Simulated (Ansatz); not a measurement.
cyclo-(H2SiSe)2 (Si2H4Se2), relaxed as a singlet with RKS PBE0-D4/def2-SVP in Ansatz, starting from the GFN2-xTB geometry. Force threshold 0.02 eV/Å.

Start:

```xyz
8

Si   -0.4080   -1.4040    0.4477
H    -1.6053   -1.6429    1.2375
H     0.3747   -2.5827    0.1120
Se    0.9179    0.1950    1.4477
Si    0.4082    1.4038   -0.4480
H    -0.3782    2.5793   -0.1095
H     1.6048    1.6482   -1.2375
Se   -0.9143   -0.1967   -1.4499
```

Q: Estimate the energy that the relaxation releases and the steps that it takes.

A: 2.9 kcal/mol, in 5 steps; 15 s on 4 threads of Arm Neoverse N1 on a shared host. No frequencies were taken in this run, so the end may be a saddle point.

Q: Does the start keep its bonding and symmetry?

A: By distances, no bond broke or formed. The bond that changes most is Si1–H2, from 1.45 to 1.49 Å (atoms count from 1). Point group D2h at the start, D2h at the end, both within 0.05 Å.

Q: Predict the relaxed structure.

A: 
```xyz
8

Si   -0.3937   -1.3546    0.4321
H    -1.6009   -1.6900    1.2408
H     0.3482   -2.6132    0.1331
Se    0.9335    0.1985    1.4730
Si    0.3938    1.3545   -0.4321
H    -0.3505    2.6112   -0.1313
H     1.6001    1.6935   -1.2408
Se   -0.9306   -0.1999   -1.4747
```
Bond lengths: 4 × Se–Si 2.29 Å; 4 × H–Si 1.49 Å.
